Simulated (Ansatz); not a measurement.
Input for Ansatz (a first-principles code): R-CCSD(T)/cc-pVTZ on AsBF2H2 (SMILES FB(F)[AsH2]), a point of a torsion scan. The run froze 17 orbitals, filled d shells among them.

Ansatz 0.2 input:
```yaml
crystal:
  periodic: [false, false, false]
  atoms:
    - {symbol: F, position_ang: [-1.73703480, -0.95931123, 0.52577500]}
    - {symbol: B, position_ang: [-0.87915924, -0.08162205, 0.03997006]}
    - {symbol: F, position_ang: [-1.46096186, 0.93592212, -0.56568022]}
    - {symbol: As, position_ang: [1.11507539, -0.36136590, 0.08857246]}
    - {symbol: H, position_ang: [1.40067462, 1.10761018, 0.17099556]}
    - {symbol: H, position_ang: [1.13385762, -0.46891233, 1.58335317]}
basis:
  gaussian:
    orbitals: cc-pVTZ
magnetization: {spin_polarized: false}
correlation: {method: ccsd_t, electrons: outside_noble_gas}
scf: {lower_state_search: off}
```

Program output:

```
WARN ansatz: RAYON_NUM_THREADS=1 ignored (pool sized by the plan → 1); use --threads N
Functional definition: HF
these checks for a lower state are left out or cut short: stability, starts, cluster_reference, orbital_swaps, neighbouring_geometries, increment
integrals: 0.43 GiB planned
998 factors; integrals over basis functions are off by at most 9.6e-4 eV
mean field: 0.50 GiB planned
mean field evaluation 1: about -66915.1457 eV, gradient 3.3e1 eV
mean field evaluation 2: about -66915.2882 eV, gradient 3.4e1 eV
mean field evaluation 4: about -66917.5544 eV, gradient 2.6e0 eV
mean field evaluation 8: about -66917.5964 eV, gradient 1.5e-1 eV
mean field -66917.59656349 eV, -2459.1763153321 hartree, gradient 2.8e-6 eV, S^2 0.000000; 0 other end points of the search recorded, 0 dependent functions left out
17 core orbitals not correlated
reference -66917.59656349 eV, -2459.1763153321 hartree; 12, 12 occupied and 132, 132 virtual orbitals, 998 factors
second order -20.01775292 eV of doubles, -0.00000000 eV of singles
coupled cluster: 1.11 GiB planned
cycle   1  -20.09715618 eV  change   -7.9e-2 eV  update   9.8e-2
cycle   2  -20.54488101 eV  change   -4.5e-1 eV  update   2.9e-2
cycle   3  -20.64835566 eV  change   -1.0e-1 eV  update   1.6e-2
cycle   4  -20.63078066 eV  change    1.8e-2 eV  update   3.7e-3
cycle   5  -20.62908947 eV  change    1.7e-3 eV  update   1.5e-3
cycle   6  -20.62978605 eV  change   -7.0e-4 eV  update   4.3e-4
cycle   7  -20.62940534 eV  change    3.8e-4 eV  update   1.4e-4
cycle   8  -20.62933913 eV  change    6.6e-5 eV  update   5.2e-5
cycle   9  -20.62937800 eV  change   -3.9e-5 eV  update   2.3e-5
cycle  10  -20.62937479 eV  change    3.2e-6 eV  update   8.0e-6
perturbative correction -0.68500508 eV, -0.0251734723 hartree
Total energy: -66938.91094335 eV, -2459.9596043448 hartree
Checks for a lower state left out: stability, starts, cluster_reference, orbital_swaps, neighbouring_geometries, increment
```

The run converged.

Cost: around 25 core-seconds (rough).
